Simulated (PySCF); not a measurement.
AuO: frontier orbitals

PBE0 at R = 1.894 Å; basis Au cc-pVDZ-PP with ECP60, O cc-pVDZ; scalar-relativistic core potentials; PySCF 2.14. State: ²Π (doublet), unpaired electrons π ↑. Only the outer orbitals are listed, counted within each symmetry, core potentials removing the inner ones.

```csv
spin,orbital,occ.,ε (eV),on Au (%),main shells (%)
α,5σ,1,-12.21,45,"50 O p, 43 Au d"
α,2π,1,-12.12,39,"61 O p, 38 Au d"
α,2π,1,-11.08,66,"66 Au d, 34 O p"
α,1δ,1,-9.52,100,100 Au d
α,1δ,1,-9.51,100,100 Au d
α,3π,1,-9.08,64,"62 Au d, 36 O p"
α,6σ,1,-8.12,79,"41 Au d, 38 Au s, 21 O p"
α,3π,1,-7.93,38,"62 O p, 34 Au d"
α,7σ,0,-3.61,82,"51 Au s, 20 Au p, 18 O p"
α,4π,0,-0.02,99,98 Au p
α,4π,0,0.14,98,96 Au p
β,4σ,1,-24.58,7,91 O s
β,5σ,1,-11.54,54,"51 Au d, 41 O p"
β,2π,1,-10.85,75,"75 Au d, 25 O p"
β,2π,1,-10.31,91,"91 Au d, 9 O p"
β,1δ,1,-9.47,100,100 Au d
β,1δ,1,-9.47,100,100 Au d
β,6σ,1,-7.87,79,"49 Au s, 29 Au d, 21 O p"
β,3π,1,-7.38,30,"70 O p, 26 Au d"
β,3π,0,-3.45,25,"75 O p, 16 Au p, 9 Au d"
β,7σ,0,-3.34,76,"40 Au s, 24 O p, 22 Au p"
β,4π,0,0.10,97,95 Au p
```

Q: Which are the highest filled and the lowest empty level, where do they sit, and how wide is the gap?

A: Highest filled β 3π at -7.38 eV (in %: 70 O p, 26 Au d); lowest empty α 7σ at -3.61 eV (in %: 51 Au s, 20 Au p, 18 O p); the gap at PBE0 is 3.77 eV.

| Quantity | Value |
| --- | --- |
| bond order (Mayer) | 1.32 |
| ⟨S²⟩ | 0.768 |
| charge on Au (Mulliken, basis-dependent) | 0.28 |
| charge on Au (Löwdin, basis-dependent) | 0.13 |
| dipole moment (positive dipole means Au(−)O(+)) | -3.17 D |
| polarisability along the bond | 40.1 bohr³ |
| polarisability across the bond | 29.6 bohr³ |

Spin–orbit coupling is left out. The state is the lowest single determinant that the PBE0 search found; with open d or f shells the true ground state can be another one.
